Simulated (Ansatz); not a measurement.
Consider the cleavage of the Si–Si bond: `C[SiH2][SiH](N)O` + `N[SiH](O)Cl` → `N[Si@H](Cl)O[Si@@H](N)O` + `C[SiH3]`.

Gas-phase electronic energies from Ansatz, PBE0-D4/def2-TZVP geometries. CCSD(T)/CBS is the MP2 limit (def2-TZVPP, def2-QZVPP) plus CCSD(T) − MP2 in def2-TZVPP, frozen cores. This one scheme is used for every species. Functionals use def2-TZVPP. Each species was taken in one conformer, which may not be the lowest.

```json
{"species": "`C[SiH2][SiH](N)O`", "ωB97M-V energy (Eh)": "-752.54436"}
{"species": "`N[SiH](O)Cl`", "ωB97M-V energy (Eh)": "-882.21744"}
{"species": "`N[Si@H](Cl)O[Si@@H](N)O`", "ωB97M-V energy (Eh)": "-1303.65199"}
{"species": "`C[SiH3]`", "ωB97M-V energy (Eh)": "-331.16718"}
```

Work out ΔE.

ΔE = (-1303.65199) + (-331.16718) − (-752.54436) − (-882.21744) = -0.05737 Eh = -36.0 kcal/mol. CCSD(T)/CBS gives -35.5 kcal/mol.

Largest T1 diagnostic among the species: 0.011.

From PBE to PBE0 (25 % exact exchange), in def2-TZVPP and without D4, ΔE moves by −2.7 kcal/mol. In def2-TZVPP, CCSD(T) changes the Hartree–Fock value by +5.8 kcal/mol (the triples alone add +0.8 kcal/mol) and MP2 by +4.7 kcal/mol. The D4 term adds −1.1 kcal/mol with B3LYP and −0.6 kcal/mol with PBE0; it sums over pairs of atoms, weighted by their polarisabilities, and B3LYP, whose exchange is more repulsive, gets the larger term.

B3LYP here is the variant with VWN-RPA as its local correlation; programs differ in this.
